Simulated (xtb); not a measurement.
CrF2O2, singlet, geometry from GFN2-xTB (such geometries of metal compounds can be far from the true shape); GFN2-xTB with GBSA(toluene) (xtb 6.7.1).

Here is a job for xtb.
```
$ xtb mol.xyz --gfn 2 --gbsa toluene --json

# file mol.xyz
5

Cr     0.05209847    -0.00918190     0.01711959
O      1.23511899    -0.33445517    -0.92728600
O      0.50205912     0.02829272     1.49812372
F     -0.56708148     1.48699299    -0.39379254
F     -1.11600608    -1.19036352    -0.15927100
```

The log (banner, timings and long lists left out):

```
   ID    Z sym.   atoms
    1   24 Cr     1
    2    8 O      2, 3
    3    9 F      4, 5

           -------------------------------------------------
          |                Calculation Setup                |
           -------------------------------------------------

           -------------------------------------------------
          |                 G F N 2 - x T B                 |
           -------------------------------------------------

      * Solvation model:               GBSA
        Solvent                        toluene
        Parameter file                 internal GFN2-xTB/GBSA
        Dielectric constant                7.0000E+00
        Reference state                gsolv [1 M gas/solution]
        Free energy shift                  4.5239E-03 Eh       2.8388E+00 kcal/mol
        Temperature                        2.9815E+02 K
        Density                            8.6700E-01 kg/L
        Solvent mass                       9.2140E+01 g/mol
        Interaction kernel             Still
        Born radius scaling (c1)           1.5686E+00
        Born radii integrator          GBOBC
        Born offset                        0.0000E+00 a0       0.0000E+00 AA
        H-bond correction              false
        Ion screening                  false
        Surface tension                    1.0000E-05 Eh       1.5569E+01 dyn/cm
        Grid points                               230 per atom

          ...................................................
          :                      SETUP                      :
          :.................................................:
          :  # basis functions                  26          :
          :  # atomic orbitals                  25          :
          :  # shells                           11          :
          :  # electrons                        32          :
          :  max. iterations                   250          :
          :  Hamiltonian                  GFN2-xTB          :
          :  restarted?                      false          :
          :  GBSA solvation                   true          :
          :  PC potential                    false          :
          :  electronic temp.          300.0000000     K    :
          :  accuracy                    1.0000000          :
          :  -> integral cutoff          0.2500000E+02      :
          :  -> integral neglect         0.1000000E-07      :
          :  -> SCF convergence          0.1000000E-05 Eh   :
          :  -> wf. convergence          0.1000000E-03 e    :
          :  Broyden damping             0.4000000          :
          :  net charge                          0          :
          :  unpaired electrons                  0          :
          ...................................................

 iter      E             dE          RMSdq      gap      omega  full diag
   1    -16.9320780 -0.169321E+02  0.196E+01    1.67       0.0  T
   2    -15.1236823  0.180840E+01  0.271E+01   15.36       1.0  T
   3    -18.4582439 -0.333456E+01  0.142E+01    5.81       1.0  T
   4    -18.6665713 -0.208327E+00  0.131E+01    5.49       1.0  T
   5    -17.6915818  0.974989E+00  0.176E+01    7.08       1.0  T
   6    -19.3191038 -0.162752E+01  0.831E+00    2.07       1.0  T
   7    -19.2901984  0.289054E-01  0.836E+00    2.07       1.0  T
   8    -19.7631059 -0.472907E+00  0.138E+00    3.26       1.0  T
   9    -19.7595554  0.355050E-02  0.156E+00    3.27       1.0  T
  10    -19.7715496 -0.119942E-01  0.215E-01    3.07       1.0  T
  11    -19.7716623 -0.112699E-03  0.897E-02    3.04       1.0  T
  12    -19.7716756 -0.133460E-04  0.527E-03    3.04       8.5  T
  13    -19.7716751  0.556048E-06  0.891E-03    3.04       5.0  T
  14    -19.7716756 -0.525952E-06  0.303E-03    3.04      14.8  T
  15    -19.7716756 -0.538166E-07  0.137E-03    3.04      32.5  T
  16    -19.7716757 -0.136102E-07  0.197E-04    3.04     226.9  T
  17    -19.7716757 -0.152163E-09  0.120E-04    3.04     373.5  T

   *** convergence criteria satisfied after 17 iterations ***

         :::::::::::::::::::::::::::::::::::::::::::::::::::::
         ::                     SUMMARY                     ::
         :::::::::::::::::::::::::::::::::::::::::::::::::::::
         :: total energy             -19.700201908981 Eh    ::
         :: total w/o Gsasa/hb       -19.700080135954 Eh    ::
         :: gradient norm              0.002348901978 Eh/a0 ::
         :: HOMO-LUMO gap              3.041927955616 eV    ::
         ::.................................................::
         :: SCC energy               -19.771675403001 Eh    ::
         :: -> isotropic ES            0.092216078180 Eh    ::
         :: -> anisotropic ES          0.001548690528 Eh    ::
         :: -> anisotropic XC          0.001237926256 Eh    ::
         :: -> dispersion             -0.002280217199 Eh    ::
         :: -> Gsolv                  -0.000399146470 Eh    ::
         ::    -> Gelec               -0.000277373444 Eh    ::
         ::    -> Gsasa               -0.004645652898 Eh    ::
         ::    -> Ghb                  0.000000000000 Eh    ::
         ::    -> Gshift               0.004523879872 Eh    ::
         :: repulsion energy           0.071473494020 Eh    ::
         :: add. restraining           0.000000000000 Eh    ::
         :: total charge               0.000000000000 e     ::
         :::::::::::::::::::::::::::::::::::::::::::::::::::::

           -------------------------------------------------
          |                Property Printout                |
           -------------------------------------------------

    * Orbital Energies and Occupations

         #    Occupation            Energy/Eh            Energy/eV
      -------------------------------------------------------------
         1        2.0000           -0.9374928             -25.5105
       ...           ...                  ...                  ...
         4        2.0000           -0.7423055             -20.1992
         5        2.0000           -0.6124019             -16.6643
         6        2.0000           -0.6088728             -16.5683
         7        2.0000           -0.6062107             -16.4958
         8        2.0000           -0.6040035             -16.4358
         9        2.0000           -0.6024353             -16.3931
        10        2.0000           -0.5914676             -16.0947
        11        2.0000           -0.5887600             -16.0210
        12        2.0000           -0.5628612             -15.3162
        13        2.0000           -0.5584968             -15.1975
        14        2.0000           -0.5581202             -15.1872
        15        2.0000           -0.5481724             -14.9165
        16        2.0000           -0.5330380             -14.5047 (HOMO)
        17                         -0.4212493             -11.4628 (LUMO)
        18                         -0.3820316             -10.3956
        19                         -0.3314790              -9.0200
        20                         -0.3243002              -8.8247
        21                         -0.2978956              -8.1062
        22                          0.3158411               8.5945
        23                          0.5606797              15.2569
        24                          0.5943893              16.1742
        25                          0.6660771              18.1249
      -------------------------------------------------------------
                  HL-Gap            0.1117888 Eh            3.0419 eV
             Fermi-level           -0.4771437 Eh          -12.9837 eV

     #   Z          covCN         q      C6AA      α(0)
     1  24 Cr       2.837     0.815   150.540    31.741
     2   8 O        0.742    -0.265    19.197     5.872
     3   8 O        0.742    -0.265    19.197     5.872
     4   9 F        0.677    -0.143    10.679     3.858
     5   9 F        0.677    -0.143    10.679     3.858

 Mol. C6AA /au·bohr⁶  :        694.921546
 Mol. C8AA /au·bohr⁸  :      31271.135635
 Mol. α(0) /au        :         51.200417

Wiberg/Mayer (AO) data.
largest (>0.10) Wiberg bond orders for each atom

 ---------------------------------------------------------------------------
     #   Z sym  total        # sym  WBO       # sym  WBO       # sym  WBO
 ---------------------------------------------------------------------------
     1  24 Cr   6.979 --     3 O    2.241     2 O    2.241     4 F    1.249
                             5 F    1.249
     2   8 O    2.565 --     1 Cr   2.241     3 O    0.155
     3   8 O    2.565 --     1 Cr   2.241     2 O    0.155
     4   9 F    1.477 --     1 Cr   1.249
     5   9 F    1.477 --     1 Cr   1.249
 ---------------------------------------------------------------------------

Topologies differ in total number of bonds
Writing topology from bond orders to xtbtopo.mol

molecular dipole:
                 x           y           z       tot (Debye)
 q only:       -0.334       0.059      -0.110
   full:       -0.962       0.170      -0.316       2.611
molecular quadrupole (traceless):
                xx          xy          yy          xz          yz          zz
 q only:        0.020       0.192       0.790       0.254      -0.197      -0.810
  q+dip:        0.027       0.134       0.559       0.189      -0.142      -0.586
   full:       -0.026       0.326       1.307       0.379      -0.313      -1.280

           -------------------------------------------------
          | TOTAL ENERGY              -19.700201908981 Eh   |
          | GRADIENT NORM               0.002348901978 Eh/α |
          | HOMO-LUMO GAP               3.041927955616 eV   |
           -------------------------------------------------

normal termination of xtb
```
